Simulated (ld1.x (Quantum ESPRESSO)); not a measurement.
Li: PAW pseudisation with LDA (PZ), scalar-relativistic reference atom.

ld1.x (Quantum ESPRESSO) 7.5 input, shortened:

```
&input
   title='Li', zed=3., rel=1, dft='PZ', iswitch=3,
   config='[He] 2s0.5 2p0.5'
 /
 &inputp
   pseudotype=3, lpaw=.true., tm=.true., lloc=-1, rcloc=2.00,
   nlcc=.false.,
   which_augfun='BESSEL', rmatch_augfun=0.75
 /
4
1S  1  0   2.00   0.00  0.90  1.05  0.0
2S  2  0   0.50   0.00  0.90  1.05  0.0
2P  2  1   0.50   0.00  3.55  4.20  0.0
2P  2  1   0.00   2.10  3.55  4.20  0.0
 &test
   configts(1)='1s2 2s0.5 2p0.5'
 /
```

- Cutoffs needed: 45 Ry and 70 Ry (the cutoffs (Ry, on a coarse ladder) from which the occupation-weighted sum of valence levels, in a spherical-Bessel basis at the reference potential, stays within 10 and 1 mRy of its value at 400 Ry)
- Ghost test: no extra level below or beside the all-electron valence levels (s, p, d, f tested) (spherical-Bessel basis up to 400 Ry, 20 bohr box)
- Largest excitation error: -95 meV (all-electron minus pseudo) for 1s1 2s1 2p0, out of 5 test configurations
- Lowest eigenvalue of the overlap operator: 0.36 (s channel)
